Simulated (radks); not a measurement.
The numbers below are computed, except where a source is named.
Initial-state core-level shifts of neutral bromine when its valence configuration changes from [Ar] 3d10 4s2 4p5. Level of theory: Dirac Kohn-Sham, BLYP, spin-unpolarised, spherical densities, finite nucleus; open shells fill j = l - 1/2 first; Fermi nuclear charge, rms radius 4.1629 fm (a radial shooting solver on a logarithmic mesh with Libxc functionals). Shifts are changes of the shell-averaged eigenvalues in eV (positive: less bound); the change of the density at the nucleus, which sets a Mossbauer isomer shift, is in e/bohr^3, on a base of 4.438e+04.

| valence | 1s | 2s | 2p | 3p | density at nucleus |
|---|---|---|---|---|---|
| 3d9 4s2 4p6 | -15.099 | -16.817 | -16.687 | -12.544 | +18.576 |
| 3d10 4s1 4p6 | -1.653 | -1.608 | -1.599 | -1.608 | -35.112 |
| 3d10 4s1.5 4p5.5 | -0.836 | -0.813 | -0.809 | -0.813 | -17.347 |
